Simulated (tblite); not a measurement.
C6H10FN.
Atom-mapped SMILES: `[CH3:1][C@@H:2]1[CH:3]=[N:4][CH2:5][C@@H:6]([F:7])[CH2:8]1` (hydrogens: H9, H10, H11 on C1; H12 on C2; H13 on C3; H14, H15 on C5; H16 on C6; H17, H18 on C8)

Computed with GFN2-xTB (tblite), gas phase: Langevin dynamics at 300 K from the optimised GFN2-xTB geometry, time step 0.5 fs, friction 0.01 fs⁻¹, 2000 steps. The instantaneous temperature is 2·E(kin)/(3Nk) with all 3N coordinates.

```json
{"t (fs)": "0", "T (K)": "254", "E(pot) above start (eV)": "0.000", "C1–C2 (Å)": "1.525", "C2–C3 (Å)": "1.504", "C3=N4 (Å)": "1.255", "N4–C5 (Å)": "1.434", "C5–C6 (Å)": "1.533", "C1–H9 (Å)": "1.088"}
{"t (fs)": "50", "T (K)": "191", "E(pot) above start (eV)": "0.309", "C1–C2 (Å)": "1.525", "C2–C3 (Å)": "1.540", "C3=N4 (Å)": "1.227", "N4–C5 (Å)": "1.453", "C5–C6 (Å)": "1.492", "C1–H9 (Å)": "1.105"}
{"t (fs)": "100", "T (K)": "211", "E(pot) above start (eV)": "0.577", "C1–C2 (Å)": "1.552", "C2–C3 (Å)": "1.506", "C3=N4 (Å)": "1.309", "N4–C5 (Å)": "1.417", "C5–C6 (Å)": "1.555", "C1–H9 (Å)": "1.106"}
{"t (fs)": "150", "T (K)": "239", "E(pot) above start (eV)": "0.534", "C1–C2 (Å)": "1.548", "C2–C3 (Å)": "1.529", "C3=N4 (Å)": "1.245", "N4–C5 (Å)": "1.428", "C5–C6 (Å)": "1.547", "C1–H9 (Å)": "1.070"}
{"t (fs)": "200", "T (K)": "268", "E(pot) above start (eV)": "0.735", "C1–C2 (Å)": "1.508", "C2–C3 (Å)": "1.473", "C3=N4 (Å)": "1.240", "N4–C5 (Å)": "1.484", "C5–C6 (Å)": "1.532", "C1–H9 (Å)": "1.110"}
{"t (fs)": "250", "T (K)": "298", "E(pot) above start (eV)": "0.562", "C1–C2 (Å)": "1.542", "C2–C3 (Å)": "1.503", "C3=N4 (Å)": "1.272", "N4–C5 (Å)": "1.375", "C5–C6 (Å)": "1.515", "C1–H9 (Å)": "1.050"}
{"t (fs)": "300", "T (K)": "280", "E(pot) above start (eV)": "0.406", "C1–C2 (Å)": "1.533", "C2–C3 (Å)": "1.496", "C3=N4 (Å)": "1.259", "N4–C5 (Å)": "1.459", "C5–C6 (Å)": "1.544", "C1–H9 (Å)": "1.092"}
{"t (fs)": "350", "T (K)": "274", "E(pot) above start (eV)": "0.468", "C1–C2 (Å)": "1.513", "C2–C3 (Å)": "1.531", "C3=N4 (Å)": "1.255", "N4–C5 (Å)": "1.415", "C5–C6 (Å)": "1.555", "C1–H9 (Å)": "1.087"}
{"t (fs)": "400", "T (K)": "266", "E(pot) above start (eV)": "0.550", "C1–C2 (Å)": "1.523", "C2–C3 (Å)": "1.503", "C3=N4 (Å)": "1.261", "N4–C5 (Å)": "1.416", "C5–C6 (Å)": "1.571", "C1–H9 (Å)": "1.102"}
{"t (fs)": "450", "T (K)": "220", "E(pot) above start (eV)": "0.559", "C1–C2 (Å)": "1.456", "C2–C3 (Å)": "1.534", "C3=N4 (Å)": "1.244", "N4–C5 (Å)": "1.402", "C5–C6 (Å)": "1.565", "C1–H9 (Å)": "1.089"}
{"t (fs)": "500", "T (K)": "225", "E(pot) above start (eV)": "0.571", "C1–C2 (Å)": "1.552", "C2–C3 (Å)": "1.528", "C3=N4 (Å)": "1.273", "N4–C5 (Å)": "1.416", "C5–C6 (Å)": "1.520", "C1–H9 (Å)": "1.106"}
{"t (fs)": "550", "T (K)": "286", "E(pot) above start (eV)": "0.456", "C1–C2 (Å)": "1.563", "C2–C3 (Å)": "1.524", "C3=N4 (Å)": "1.257", "N4–C5 (Å)": "1.430", "C5–C6 (Å)": "1.622", "C1–H9 (Å)": "1.096"}
{"t (fs)": "600", "T (K)": "343", "E(pot) above start (eV)": "0.565", "C1–C2 (Å)": "1.525", "C2–C3 (Å)": "1.487", "C3=N4 (Å)": "1.271", "N4–C5 (Å)": "1.459", "C5–C6 (Å)": "1.546", "C1–H9 (Å)": "1.076"}
{"t (fs)": "650", "T (K)": "385", "E(pot) above start (eV)": "0.624", "C1–C2 (Å)": "1.572", "C2–C3 (Å)": "1.523", "C3=N4 (Å)": "1.228", "N4–C5 (Å)": "1.432", "C5–C6 (Å)": "1.535", "C1–H9 (Å)": "1.103"}
{"t (fs)": "700", "T (K)": "426", "E(pot) above start (eV)": "0.972", "C1–C2 (Å)": "1.582", "C2–C3 (Å)": "1.497", "C3=N4 (Å)": "1.285", "N4–C5 (Å)": "1.462", "C5–C6 (Å)": "1.550", "C1–H9 (Å)": "1.091"}
{"t (fs)": "750", "T (K)": "303", "E(pot) above start (eV)": "0.657", "C1–C2 (Å)": "1.527", "C2–C3 (Å)": "1.480", "C3=N4 (Å)": "1.238", "N4–C5 (Å)": "1.440", "C5–C6 (Å)": "1.523", "C1–H9 (Å)": "1.094"}
{"t (fs)": "800", "T (K)": "282", "E(pot) above start (eV)": "0.370", "C1–C2 (Å)": "1.533", "C2–C3 (Å)": "1.487", "C3=N4 (Å)": "1.241", "N4–C5 (Å)": "1.431", "C5–C6 (Å)": "1.492", "C1–H9 (Å)": "1.071"}
{"t (fs)": "850", "T (K)": "236", "E(pot) above start (eV)": "0.605", "C1–C2 (Å)": "1.600", "C2–C3 (Å)": "1.472", "C3=N4 (Å)": "1.246", "N4–C5 (Å)": "1.466", "C5–C6 (Å)": "1.538", "C1–H9 (Å)": "1.105"}
{"t (fs)": "900", "T (K)": "310", "E(pot) above start (eV)": "0.500", "C1–C2 (Å)": "1.491", "C2–C3 (Å)": "1.539", "C3=N4 (Å)": "1.275", "N4–C5 (Å)": "1.420", "C5–C6 (Å)": "1.515", "C1–H9 (Å)": "1.074"}
{"t (fs)": "950", "T (K)": "272", "E(pot) above start (eV)": "0.522", "C1–C2 (Å)": "1.536", "C2–C3 (Å)": "1.597", "C3=N4 (Å)": "1.245", "N4–C5 (Å)": "1.447", "C5–C6 (Å)": "1.518", "C1–H9 (Å)": "1.108"}
{"t (fs)": "1000", "T (K)": "309", "E(pot) above start (eV)": "0.468", "C1–C2 (Å)": "1.550", "C2–C3 (Å)": "1.568", "C3=N4 (Å)": "1.270", "N4–C5 (Å)": "1.445", "C5–C6 (Å)": "1.610", "C1–H9 (Å)": "1.087"}
```

Problem. From 500 fs on, how do temperature and potential energy compare with equipartition?

Solution. The mean temperature of these 11 frames is 307 K against the target 300 K, and the mean potential energy 0.57 eV against 48 × kT/2 = 0.62 eV for 48 classical harmonic modes. For 18 atoms in a canonical ensemble the temperature itself scatters by T·√(2/(3N)) = 58 K; here its standard deviation is 57 K. The whole run lasts only 10 friction times of 100 fs, so these averages carry a wide statistical error.

Problem. What are the kinetic and total energies of the listed frame with the highest potential energy?

Solution. The one at 700 fs, 0.972 eV above the start. Its kinetic energy is 3NkT/2 = 0.990 eV at 426 K, so the sum is 1.96 eV; over the listed frames the sum runs from 0.59 to 1.96 eV, since the thermostat adds and removes energy.

Problem. How much do the listed bonds fluctuate from 500 fs on?

Solution. 
```csv
bond,at the start (Å),mean (Å),standard deviation (Å)
C1–C2,1.525,1.548,0.029
C2–C3,1.504,1.518,0.037
C3=N4,1.255,1.257,0.018
N4–C5,1.434,1.441,0.016
C5–C6,1.533,1.543,0.038
C1–H9,1.088,1.092,0.013
```

The motion is classical and holds no zero-point motion.

What follows is the cost of the whole dynamics run. On one thread, Intel Xeon Platinum 8259CL at 2.50 GHz (x86_64), no GPU, shared host with 96 logical CPUs at a one-minute load of 30, this took 19 s and 0.18 GiB of memory at its peak.
